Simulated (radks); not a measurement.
Effect of the nuclear size on the cerium ion Ce3+, [Xe] 4f1. Calculated with a radial shooting solver on a logarithmic mesh with Libxc functionals: Dirac Kohn-Sham, PBE, spin-unpolarised, spherical densities, finite nucleus; open shells are shared between the two j in proportion to 2j + 1; Fermi nuclear charge, rms radius 4.8771 fm. The rms radius is varied about that value; shifts are against it.

[
 {"rms radius (fm)": "4.048", "total energy shift (eV)": "-3.27", "density at nucleus (e/bohr^3)": "3.98e+05", "1s1/2 shift (meV)": "-1360", "2s1/2 shift (meV)": "-166", "4p1/2 shift (meV)": "0.443", "5s1/2 shift (meV)": "-1.32", "5p1/2 shift (meV)": "0.112", "4f7/2 shift (meV)": "0.266", "6s1/2 (empty) shift (meV)": "-0.276"},
 {"rms radius (fm)": "4.4967", "total energy shift (eV)": "-1.56", "density at nucleus (e/bohr^3)": "3.894e+05", "1s1/2 shift (meV)": "-649", "2s1/2 shift (meV)": "-79.3", "4p1/2 shift (meV)": "0.211", "5s1/2 shift (meV)": "-0.630", "5p1/2 shift (meV)": "0.054", "4f7/2 shift (meV)": "0.127", "6s1/2 (empty) shift (meV)": "-0.132"},
 {"rms radius (fm)": "4.8771", "total energy shift (eV)": "0", "density at nucleus (e/bohr^3)": "3.829e+05", "1s1/2 shift (meV)": "0.000", "2s1/2 shift (meV)": "0.000", "4p1/2 shift (meV)": "0.000", "5s1/2 shift (meV)": "0.000", "5p1/2 shift (meV)": "0.000", "4f7/2 shift (meV)": "0.000", "6s1/2 (empty) shift (meV)": "0.000"},
 {"rms radius (fm)": "5.2283", "total energy shift (eV)": "1.53", "density at nucleus (e/bohr^3)": "3.775e+05", "1s1/2 shift (meV)": "636", "2s1/2 shift (meV)": "77.7", "4p1/2 shift (meV)": "-0.207", "5s1/2 shift (meV)": "0.617", "5p1/2 shift (meV)": "-0.052", "4f7/2 shift (meV)": "-0.124", "6s1/2 (empty) shift (meV)": "0.129"},
 {"rms radius (fm)": "5.4672", "total energy shift (eV)": "2.62", "density at nucleus (e/bohr^3)": "3.74e+05", "1s1/2 shift (meV)": "1090", "2s1/2 shift (meV)": "133", "4p1/2 shift (meV)": "-0.354", "5s1/2 shift (meV)": "1.06", "5p1/2 shift (meV)": "-0.090", "4f7/2 shift (meV)": "-0.213", "6s1/2 (empty) shift (meV)": "0.221"}
]

Slopes of the eigenvalues against <r^2> in GHz/fm^2, as finite differences over the two radii next to the reference (eigenvalue slopes, not the field-shift constants of lines): 1s1/2 43600, 2s1/2 5340, 4p1/2 -14.2, 5s1/2 42.4, 5p1/2 -3.60, 4f7/2 -8.54, 6s1/2 (empty) 8.87.
